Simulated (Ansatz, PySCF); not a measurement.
Pair of molecules: HI (SMILES I) (first 2 atoms) with H4OSi (SMILES O[SiH3]); geometry from B3LYP-D3(BJ)/def2-TZVP, rigid monomers moved along the line of their centres of mass till H2···O3 is 3.62 Å.
(charge 0, multiplicity 1):
```xyz
8

I     -0.42324    -1.16970    -0.63275
H     -0.57646    -0.96017     0.97325
O     -0.54008    -0.01209     4.46436
Si     0.31238     1.24526     5.14027
H     -1.13773    -0.52430     5.01498
H     -0.60419     2.26283     5.70571
H      1.09996     1.81459     4.03214
H      1.20487     0.76011     6.21884
```

Interaction energies are E(AB) − E(A) − E(B) at the monomers' geometry in the complex; basis-set methods are counterpoise corrected.

Correlated levels freeze the cores. Filled d and f shells under p-block atoms count as core. CBS: X⁻³ extrapolation of the correlation energy, Hartree–Fock from the larger set.

Codes used: Ansatz (a first-principles code) with Gaussian orbitals; PySCF for the dispersion terms.  In def2 rows elements past Kr take small-core potentials, without spin–orbit coupling.

PBE/def2-TZVPPD gives -0.70 kcal/mol for the interaction energy.

Problem. Where do these levels fall relative to PBE: PBE-D3(BJ)/def2-TZVPPD, r2SCAN/def2-TZVPPD, PBE0/def2-TZVPPD, wB97M-V/def2-TZVPPD, MP2/CBS(def2-SVPD, def2-TZVPPD), CCSD(T)/CBS(def2-SVPD, def2-TZVPPD).

Solution. PBE-D3(BJ)/def2-TZVPPD -0.22; r2SCAN/def2-TZVPPD 0.01; PBE0/def2-TZVPPD -0.01; wB97M-V/def2-TZVPPD -0.15; MP2/CBS(def2-SVPD, def2-TZVPPD) -0.19; CCSD(T)/CBS(def2-SVPD, def2-TZVPPD) -0.15 kcal/mol. 1 of 6 lie above PBE; the widest gap is to PBE-D3(BJ)/def2-TZVPPD.
